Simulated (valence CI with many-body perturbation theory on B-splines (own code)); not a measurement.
## From CI to CI+MBPT in Eu²⁹⁺

Calculated by relativistic CI+MBPT: six valence electrons over a frozen Dirac-Fock core [Ar] 3d10, a basis of 9 s, 9 p, 8 d, 6 f, 3 g, 1 h functions for each j, with the one-electron correlation potential Σ1 (screened to all orders), the two-electron term Σ2, the three-electron term Σ3, Breit, model QED; selected single and double excitations, second order for the rest, scaled by the run's own slope (own B-spline code, finite nucleus).

No measured spectrum was set against this ion. As an estimate, large intervals hold to a few tenths of a per cent, small ones and those within an open d or f shell to about a per cent. Among the levels kept, up to 630 cm⁻¹ of a level comes from second order outside the variational space, and about a tenth of that is noise between levels of different J, which matters for small intervals.

Each rung adds one term. CI alone is the Dirac-Coulomb CI over the frozen core; QED comes last and gives the full result, which names the levels. Energies are above (4s^2 4p1/2^2 4p3/2^2) J=2 on the same rung, in cm⁻¹.

Levels are named by their leading jj configuration (3d3/2^4 stands for four electrons in 3d with j = 3/2), which in mixed levels can hold well under half, so a name can repeat and another be missing. Letters in brackets count levels of one name in rising energy.

```csv
Level,CI alone,Σ1,Σ2,Σ3,Breit,QED,Full
(4s^2 4p1/2^2 4p3/2^2) J=0,54809,+36,-835,-252,+163,-17,53903
(4s^2 4p1/2 4p3/2^3) J=1,301686,+1324,+1180,+76,-3652,+452,301066
(4s^2 4p1/2 4p3/2^3) J=2,331537,+1333,+711,-60,-3848,+459,330132
(4s^2 4p3/2^4) J=0,656915,+2653,+1531,-130,-7327,+877,654519
(4s 4p1/2^2 4p3/2^3) J=2,867906,+569,+1228,+606,-1006,-3461,865842
(4s^2 4p1/2^2 4p3/2 4d3/2) J=1,905581,-170,+21,+560,-1384,-2112,902497
(4s^2 4p1/2^2 4p3/2 4d3/2) J=2,932198,-859,-800,+462,-1993,-825,928183
(4s^2 4p1/2^2 4p3/2 4d3/2) J=0,943004,-937,-1043,+475,-1726,-729,939044
(4s^2 4p1/2^2 4p3/2 4d3/2) J=3,946882,-908,-878,+420,-2315,-658,942543
(4s^2 4p1/2^2 4p3/2 4d5/2) J=4,1003200,-473,-1088,+488,-3793,-496,997841
(4s 4p1/2^2 4p3/2^3) J=1,1004770,+106,-2846,+281,-1845,-2205,998263
(4s^2 4p1/2^2 4p3/2 4d5/2) J=2,1047690,-241,-2959,+347,-3466,-880,1040490
(4s^2 4p1/2^2 4p3/2 4d5/2) J=3,1082050,-420,-3613,+145,-3694,-496,1073970
(4s^2 4p1/2^2 4p3/2 4d5/2) J=1,1118250,-296,-3769,-128,-3462,-670,1109920
(4s 4p1/2 4p3/2^4) J=0,1160920,+1479,+2577,+651,-4593,-2450,1158580
(4s^2 4p1/2 4p3/2^2 4d3/2) J=1 [a],1189500,+810,+1119,+674,-5214,-1138,1185750
(4s^2 4p1/2 4p3/2^2 4d3/2) J=2 [a],1205300,+315,+507,+684,-5705,-227,1200870
(4s^2 4p1/2 4p3/2^2 4d3/2) J=0,1223440,+758,+533,+703,-5805,-813,1218820
(4s^2 4p1/2 4p3/2^2 4d3/2) J=3 [a],1226140,+362,+316,+598,-6078,-209,1221130
(4s^2 4p1/2 4p3/2^2 4d5/2) J=1 [a],1238540,+1135,-258,+563,-5705,-1459,1232810
(4s^2 4p1/2 4p3/2^2 4d3/2) J=4,1256310,+372,+53,+407,-6288,-213,1250640
(4s^2 4p1/2 4p3/2^2 4d5/2) J=3 [a],1269150,+789,+382,+733,-7293,-50,1263720
(4s^2 4p1/2 4p3/2^2 4d5/2) J=4 [a],1277330,+764,+239,+601,-7254,-59,1271620
(4s^2 4p1/2 4p3/2^2 4d3/2) J=2 [b],1289420,+380,-895,+245,-5826,-240,1283080
(4s^2 4p1/2 4p3/2^2 4d5/2) J=4 [b],1310560,+810,-20,+490,-7633,-50,1304160
(4s^2 4p1/2 4p3/2^2 4d5/2) J=5,1321820,+826,-112,+398,-7794,-89,1315050
(4s^2 4p1/2 4p3/2^2 4d3/2) J=1 [b],1342450,+719,-5683,+133,-5908,-583,1331130
(4s^2 4p1/2 4p3/2^2 4d3/2) J=2 [c],1357110,+494,-7470,-56,-5711,-447,1343920
(4s^2 4p1/2 4p3/2^2 4d3/2) J=3 [b],1368820,+369,-8001,-216,-5899,-236,1354840
(4s^2 4p1/2 4p3/2^2 4d5/2) J=2 [a],1371010,+828,-1076,+126,-7099,-65,1363720
(4s^2 4p1/2 4p3/2^2 4d5/2) J=0,1374950,+1073,-2748,+208,-6831,-644,1366010
```

The middle columns are the shifts that each term adds.

Problem. How does the ionisation energy move along the ladder, and which term matters most?

Solution. CI alone 1125.1, + Σ1 1126.4, + Σ2 1126.7, + Σ3 1126.3, + Breit 1125.6, + QED 1125.6 eV. The largest step is Σ1, 1.4 eV. NIST lists 1124 ± 4 eV (theoretical).
